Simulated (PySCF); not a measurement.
# How methods differ on the electron affinity of As

As- [Ar] 3d10 4s2 4p4 (3P) → As [Ar] 3d10 4s2 4p3 (4S), as a difference of total energies. Computed with PySCF 2.14 in def2-QZVPPD (12s7p5d4f1g, 95 functions), with the non-relativistic Hamiltonian (point nucleus). Correlated levels: valence: [Ar] 3d10 frozen. The calculations carry no spin-orbit coupling.

| method | electron affinity (eV) |
| --- | --- |
| UHF | -0.368 |
| MP2 (valence) | 0.388 |
| SCS-MP2 (valence) | 0.461 |
| CCSD (valence) | 0.494 |
| CCSD(T) (valence) | 0.546 |

A first-order spin-orbit estimate (lowest level to lowest level, LS coupling) adds 0.062 eV.

These non-relativistic numbers lack the scalar-relativistic shift.

Errors of the correlated levels include the incompleteness of this basis and the frozen core.

A negative affinity means that the anion lies above the atom at that level of theory.

For comparison: 0.804 eV (measured; photodetachment measurements, as compiled on the Wikipedia data page of electron affinities).
